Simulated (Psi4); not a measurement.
Psi4 was given this input:
```
memory 2 GB

molecule mol {
0 1
Si   -0.029365   -0.753806    0.033461
Cl    1.656056    0.340302    0.026833
Cl   -2.901000    1.438500   -0.139343
H    -0.091646   -1.506331    1.276959
H    -0.029986   -1.615946   -1.138365
}

set {
  basis def2-svp
  reference uhf
  stability_analysis follow
  scf_type pk
}

energy('scf')
print_variables()
```

Predict the nuclear repulsion energy from HF/def2-SVP (Psi4).

151.0315 Eh

What is the computed total energy (HF/def2-SVP)?

-1208.6842 Eh

Give the number of basis functions at the level HF/def2-SVP.

64

Predict the dipole moment from HF/def2-SVP.

1.24 D

What <S^2> does HF/def2-SVP give?

0.905
